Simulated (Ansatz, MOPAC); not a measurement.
Species: Si2H3 (charge +1, singlet). SMILES of the parent species: [SiH3][Si]

Atoms: Si1, Si2, H3, H4, H5. Bonds: Si1-Si2, Si2-H3, Si2-H4, Si2-H5.

Bond lengths (Å) and angles (degrees) optimised at PM3 with MOPAC; PM7 with MOPAC; HF/6-31G* with Ansatz (a program for electronic structure); B3LYP/LANL2DZ with Ansatz, each started from the B3LYP-D3(BJ)/def2-TZVP structure (Ansatz) of the last column. A row stands for all coordinates that are equal there. 6-31G* holds six Cartesian d functions. At PM3 the structure is a saddle point. No wavenumbers were computed at B3LYP/LANL2DZ, so these may be saddle points.

```tsv
coordinate	PM3	PM7	HF/6-31G*	B3LYP/LANL2DZ	B3LYP-D3(BJ)/def2-TZVP
Si1-Si2	2.356	2.295	2.434	2.425	2.410
Si2-H3	1.479	1.466	1.467	1.482	1.481
Si1-Si2-H3	109.2	108.8	104.5	105.3	104.6
H3-Si2-H4	109.7	110.1	114.0	113.3	113.9
```

Mean signed difference of all 4 bond lengths from B3LYP-D3(BJ)/def2-TZVP: PM3 -0.015 Å, PM7 -0.040 Å, HF/6-31G* -0.004 Å, B3LYP/LANL2DZ 0.005 Å.
